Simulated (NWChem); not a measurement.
# KF; SMILES [F][K]

Results from NWChem. The geometry was optimised at PBE0/def2-SVP.

Q: Taking Hartree-Fock/def2-QZVP as the yardstick, which of these has the fewest basis functions while keeping “dipole (D)” within 0.05 D of it: Hartree-Fock/def2-SVPD; Hartree-Fock/def2-TZVPP; Hartree-Fock/def2-TZVP; Hartree-Fock/def2-SVP; Hartree-Fock/def2-TZVPD; Hartree-Fock/STO-3G?

A: none of them.
```tsv
level	basis functions	dipole (D)
Hartree-Fock/STO-3G	18	6.09
Hartree-Fock/def2-SVP	38	8.51
Hartree-Fock/def2-SVPD	50	8.87
Hartree-Fock/def2-TZVP	64	8.75
Hartree-Fock/def2-TZVPP	64	8.75
Hartree-Fock/def2-TZVPD	76	8.73
Hartree-Fock/def2-QZVP	113	8.64
```

The yardstick is one finite set, not the basis-set limit.
